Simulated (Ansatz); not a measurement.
Consider the formal hydrolysis of a C–Ge bond: `O[SiH2][CH2][GeH3]` + H₂O → `OC[SiH2]O` + GeH₄.

Gas-phase electronic energies from Ansatz, PBE0-D4/def2-TZVP geometries. CBS: MP2 limit from def2 TZ/QZ plus the TZ coupled-cluster correction, frozen cores. This one scheme is used for every species. Functionals use def2-TZVPP. B3LYP here is the variant with VWN-RPA as its local correlation; programs differ in this. For Ge outer-core shells are correlated without core-valence functions, which leaves a few kJ/mol of doubt a bond. Scalar relativity is left out up to krypton. One conformer a species, not always the lowest.

**Question.** Is it downhill or uphill in electronic energy at CCSD(T)/CBS, and by how much? (Estimate.)

**Answer.** Ansatz gave: Uphill: ΔE = +27.3 kcal/mol.

**Question.** What do these levels give: LDA (SPW92), revPBE-D4, B97M-V, r2SCANh-D4, CAM-B3LYP-D4, ωB97M-V, B3LYP, BHLYP, HF/def2-SVP, MP2/def2-SVP, SCS-MP2/def2-TZVPP, MP2/def2-QZVPP? (Best estimate.)

**Answer.** The calculation gave: LDA (SPW92) 21.6, revPBE-D4 23.1, B97M-V 23.1, r2SCANh-D4 24.4, CAM-B3LYP-D4 22.4, ωB97M-V 24.3, B3LYP 21.2, BHLYP 22.3, HF/def2-SVP 19.1, MP2/def2-SVP 23.3, SCS-MP2/def2-TZVPP 26.5, MP2/def2-QZVPP 29.4 kcal/mol.

Largest T1 diagnostic among the species: 0.012.

The D4 term adds +1.8 kcal/mol with B3LYP and +1.0 kcal/mol with PBE0; it sums over pairs of atoms, weighted by their polarisabilities, and B3LYP, whose exchange is more repulsive, gets the larger term. From PBE to PBE0 (25 % exact exchange), in def2-TZVPP and without D4, ΔE moves by +1.5 kcal/mol. Leaving LDA and LC-ωPBE aside and taking each functional with its dispersion term where it has one, the values, not all of them listed here, spread over 4.3 kcal/mol, from BLYP-D4 to PBE-QIDH.
